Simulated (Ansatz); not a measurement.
```yaml
crystal:
  periodic: [false, false, false]
  atoms:
    - {symbol: F, position_ang: [-0.803074, -1.009895, 1.378723]}
    - {symbol: Ti, position_ang: [0.294152, -0.498898, 0.123768]}
    - {symbol: F, position_ang: [1.957301, -0.733086, 0.566997]}
    - {symbol: F, position_ang: [-0.124025, -1.351170, -1.338792]}
    - {symbol: Se, position_ang: [0.070433, 1.874337, -0.230906]}
    - {symbol: H, position_ang: [-1.352587, 1.654712, -0.545989]}
basis:
  gaussian: {orbitals: "6-31G*"}
total_charge: -1
magnetization: {spin_polarized: false, initial_magnetization: 1}
hamiltonian: {xc: {name: LC-wPBE}}
scf: {lower_state_search: off}
output: {forces: true}
```

```sh
$ ansatz run in.yaml --threads 4 --pin off --events-out ev --progress --plain --max-ram 10444MiB
```

Shortened log:

```
Functional definition: LC-wPBE
1202 factors; their error is unknown
330 factors; integrals over basis functions are off by at most 1.3e-4 eV
mean field evaluation 1: about -96601.4582 eV, gradient 5.2e1 eV
mean field evaluation 2: about -96510.5430 eV, gradient 2.6e2 eV
mean field evaluation 4: about -96611.1164 eV, gradient 1.6e1 eV
mean field evaluation 8: about -96611.7948 eV, gradient 9.4e-2 eV
mean field evaluation 16: about -96611.7203 eV, gradient 1.6e-3 eV
mean field evaluation 32: about -96611.7203 eV, gradient 2.9e-6 eV
mean field -96611.72028870 eV, -3550.4152348339 hartree, gradient 2.6e-6 eV, S^2 0.750000; 0 other end points of the search recorded, 0 dependent functions left out
reference -96611.72028871 eV, -3550.4152348342 hartree; 43, 42 occupied and 75, 76 virtual orbitals, 1202 factors
Total energy: -96611.72028871 eV, -3550.4152348342 hartree
Atom 0 at    -0.803074    -1.009895     1.378723 Å, force    -1.116199    -0.520668     1.877343 eV/Å
Atom 1 at     0.294152    -0.498898     0.123768 Å, force    -1.428868     0.615533    -0.473480 eV/Å
Atom 2 at     1.957301    -0.733086     0.566997 Å, force     3.047496    -0.620774     0.850041 eV/Å
Atom 3 at    -0.124025    -1.351170    -1.338792 Å, force    -0.154245    -0.991728    -1.978687 eV/Å
Atom 4 at     0.070433     1.874337    -0.230906 Å, force    -0.260242     1.213419    -0.216283 eV/Å
Atom 5 at    -1.352587     1.654712    -0.545989 Å, force    -0.087943     0.304218    -0.058934 eV/Å
Dipole moment:    -0.127971     0.032634    -0.034958 e Å
Checks for a lower state left out: stability, starts, cluster_reference, orbital_swaps, neighbouring_geometries, increment
```

Run time 3.5 s (4 threads of an Arm Neoverse V2 on a shared host); peak host memory 0.25 GiB.
